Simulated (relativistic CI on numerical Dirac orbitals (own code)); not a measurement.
Crystal-field levels of Hf2+, 5d2

Calculated by Dirac-Coulomb-Breit CI, orbitals from a KLI potential per configuration, QED by a radiative potential, valence Slater integrals scaled by 0.8, one configuration in a parametric crystal field (own radial code).

Field parameters in Wybourne normalisation: D4h B²₀ = −7Ds, B⁴₀ = 21(Dq − Dt), B⁴₄ = 21√(5/14) Dq. The field is a parameter set, without covalency.

S and J are read from ⟨S²⟩ = S(S + 1) and ⟨J²⟩ = J(J + 1) of each level; they are not fictitious spins.

D4h, 10Dq = 24700, Ds = -1500, Dt = 80 cm⁻¹, the lowest 10 levels:

```tsv
E (cm⁻¹)	Degeneracy	Irrep	S	J
0.0	1	B1	1.00	2.61
57.0	1	B2	1.00	2.69
693	2	E	0.99	2.92
1027	1	A1	0.95	3.05
1637	1	A2	1.00	3.35
5102	1	A1	0.41	3.33
5606	2	E	0.97	3.18
5945	1	A1	0.84	3.13
8147	2	E	0.11	3.17
12897	1	B2	0.04	3.12
```

D4h, 10Dq = 24700, Ds = -1090, Dt = 80 cm⁻¹, the lowest 10 levels:

```json
{"E (cm⁻¹)": "0.0", "Degeneracy": "1", "Irrep": "B1", "S": "0.99", "J": "2.61"}
{"E (cm⁻¹)": "61.9", "Degeneracy": "1", "Irrep": "B2", "S": "0.99", "J": "2.70"}
{"E (cm⁻¹)": "661", "Degeneracy": "2", "Irrep": "E", "S": "0.99", "J": "2.90"}
{"E (cm⁻¹)": "1009", "Degeneracy": "1", "Irrep": "A1", "S": "0.97", "J": "2.98"}
{"E (cm⁻¹)": "1646", "Degeneracy": "1", "Irrep": "A2", "S": "1.00", "J": "3.35"}
{"E (cm⁻¹)": "4520", "Degeneracy": "2", "Irrep": "E", "S": "0.99", "J": "3.20"}
{"E (cm⁻¹)": "4617", "Degeneracy": "1", "Irrep": "A1", "S": "0.97", "J": "3.39"}
{"E (cm⁻¹)": "6277", "Degeneracy": "1", "Irrep": "A1", "S": "0.15", "J": "3.13"}
{"E (cm⁻¹)": "8131", "Degeneracy": "2", "Irrep": "E", "S": "0.07", "J": "3.16"}
{"E (cm⁻¹)": "11701", "Degeneracy": "1", "Irrep": "B2", "S": "0.04", "J": "3.13"}
```

D4h, 10Dq = 24700, Ds = -680, Dt = 80 cm⁻¹, the lowest 10 levels:

| E (cm⁻¹) | Degeneracy | Irrep | S | J |
| --- | --- | --- | --- | --- |
| 0.0 | 1 | B1 | 0.99 | 2.62 |
| 67.7 | 1 | B2 | 0.99 | 2.70 |
| 599 | 2 | E | 0.99 | 2.85 |
| 890 | 1 | A1 | 0.98 | 2.87 |
| 1657 | 1 | A2 | 1.00 | 3.35 |
| 3446 | 2 | E | 0.99 | 3.24 |
| 3664 | 1 | A1 | 0.99 | 3.46 |
| 7083 | 1 | A1 | 0.08 | 3.17 |
| 8133 | 2 | E | 0.06 | 3.16 |
| 10509 | 1 | B2 | 0.04 | 3.14 |

D4h, 10Dq = 24700, Ds = -270, Dt = 80 cm⁻¹, the lowest 10 levels:

```tsv
E (cm⁻¹)	Degeneracy	Irrep	S	J
0.0	1	B1	0.99	2.62
75.1	1	B2	0.99	2.70
453	2	E	0.99	2.77
587	1	A1	0.98	2.71
1670	1	A2	1.00	3.35
2447	2	E	1.00	3.30
2852	1	A1	0.99	3.58
7797	1	A1	0.05	3.18
8145	2	E	0.05	3.16
9321	1	B2	0.04	3.14
```

D4h, 10Dq = 24700, Ds = 140, Dt = 80 cm⁻¹, the lowest 10 levels:

| E (cm⁻¹) | Degeneracy | Irrep | S | J |
| --- | --- | --- | --- | --- |
| 0.0 | 1 | A1 | 0.99 | 2.63 |
| 11.2 | 1 | B1 | 0.99 | 2.63 |
| 83.8 | 2 | E | 0.99 | 2.70 |
| 95.5 | 1 | B2 | 0.99 | 2.70 |
| 1695 | 2 | E | 1.00 | 3.36 |
| 1698 | 1 | A2 | 1.00 | 3.36 |
| 2336 | 1 | A1 | 0.99 | 3.64 |
| 8151 | 1 | B2 | 0.04 | 3.15 |
| 8178 | 2 | E | 0.04 | 3.15 |
| 8315 | 1 | B1 | 0.04 | 3.19 |

The free-ion ground term has S = 1. Every field shown keeps that spin.

Levels of this model without a field, named by their leading LS term (the scale mimics covalency, so terms lie below those of the real free ion): 3F_2 0, 3F_3 2220, 3F_4 4531, 1D_2 8550, 3P_0 8821, 3P_1 9788, 3P_2 12198, 1G_4 13046 cm⁻¹.
